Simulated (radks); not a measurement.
Neutral selenium inside a hard spherical wall (all orbitals vanish at R), configuration held at [Ar] 3d10 4s2 4p4 and not refilled when levels cross. All-electron calculation, scalar-relativistic Kohn-Sham, r2SCAN, spin-polarised, spherical densities, finite nucleus; open shells are filled with parallel spins first; meta-GGA in the generalised Kohn-Sham scheme; Fermi nuclear charge, rms radius 4.14 fm. Program: a radial shooting solver on a logarithmic mesh with Libxc functionals. Eigenvalues in eV for spin up, with the zero of energy where the potential of the charges vanishes at infinity; a dash marks a level that is unbound or too diffuse for the functional's potential to be trusted. A positive occupied level is held by the wall or, in an anion where self-interaction has pushed it up, behind a barrier. The pressure on the wall is -dE/dV.

[
 {"R (bohr)": "free", "E (hartree)": "-2430.38738", "kinetic (hartree)": "2480.093", "e(3p)": "-156.79", "e(3d)": "-54.191", "e(4s)": "-18.770", "e(4p)": "-7.522", "e(5s, empty)": "-", "e(5p, empty)": "-", "pressure (GPa)": "0"},
 {"R (bohr)": "15", "E (hartree)": "-2430.38738", "kinetic (hartree)": "2480.093", "e(3p)": "-156.79", "e(3d)": "-54.191", "e(4s)": "-18.770", "e(4p)": "-7.522", "e(5s, empty)": "-", "e(5p, empty)": "-", "pressure (GPa)": "< 0.0001"},
 {"R (bohr)": "7", "E (hartree)": "-2430.38405", "kinetic (hartree)": "2480.122", "e(3p)": "-156.59", "e(3d)": "-53.991", "e(4s)": "-18.611", "e(4p)": "-7.367", "e(5s, empty)": "2.889", "e(5p, empty)": "6.693", "pressure (GPa)": "0.228"},
 {"R (bohr)": "5", "E (hartree)": "-2430.32596", "kinetic (hartree)": "2480.489", "e(3p)": "-154.90", "e(3d)": "-52.319", "e(4s)": "-17.403", "e(4p)": "-6.023", "e(5s, empty)": "10.427", "e(5p, empty)": "17.458", "pressure (GPa)": "8.65"},
 {"R (bohr)": "4", "E (hartree)": "-2430.10234", "kinetic (hartree)": "2481.602", "e(3p)": "-151.25", "e(3d)": "-48.725", "e(4s)": "-14.778", "e(4p)": "-2.811", "e(5s, empty)": "24.004", "e(5p, empty)": "34.029", "pressure (GPa)": "66.3"},
 {"R (bohr)": "3.5", "E (hartree)": "-2429.75128", "kinetic (hartree)": "2483.097", "e(3p)": "-147.42", "e(3d)": "-44.978", "e(4s)": "-11.745", "e(4p)": "1.009", "e(5s, empty)": "38.610", "e(5p, empty)": "50.780", "pressure (GPa)": "201"},
 {"R (bohr)": "2.5", "E (hartree)": "-2426.78747", "kinetic (hartree)": "2493.375", "e(3p)": "-130.38", "e(3d)": "-28.370", "e(4s)": "6.857", "e(4p)": "23.930", "e(5s, empty)": "116.73", "e(5p, empty)": "135.21", "pressure (GPa)": "2540"},
 {"R (bohr)": "2", "E (hartree)": "-2420.61624", "kinetic (hartree)": "2512.484", "e(3p)": "-110.31", "e(3d)": "-8.466", "e(4s)": "39.244", "e(4p)": "61.600", "e(5s, empty)": "229.65", "e(5p, empty)": "251.86", "pressure (GPa)": "12400"}
]
